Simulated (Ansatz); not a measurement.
Basis-set extrapolation for C$_{2}$H$_{9}$NSi$_{2}$ (`C=C(N)[SiH2][SiH3]`) (PBE0-D4/def2-TZVP geometry, frozen core, Ansatz). Multiplicity 1, RHF reference.

```tsv
	def2-TZVPP	def2-QZVPP
HF	-713.334529	-713.358724
MP2 correlation	-0.792649	-0.847036
CCSD(T) correlation	-0.891505	not run
```

Energies in hartree. Use E(X) = E(∞) + A·exp(−7.88·√X) for Hartree–Fock and E(X) = E(∞) + B·X^(−2.97) for correlation, with X = 3 and 4, and add CCSD(T) minus MP2 of the smaller set to the MP2 limit.

**Question.** What is the CCSD(T) energy at the basis-set limit?

**Answer.** HF limit: -713.358724 + (-0.024195) × 0.13774 = -713.36206. MP2 limit: -0.847036 + (-0.054387) × 0.74074 = -0.88732. Higher-order term: -0.891505 − (-0.792649) = -0.09886. Total: -714.34824 hartree, 3.33 eV below CCSD(T)/def2-TZVPP.
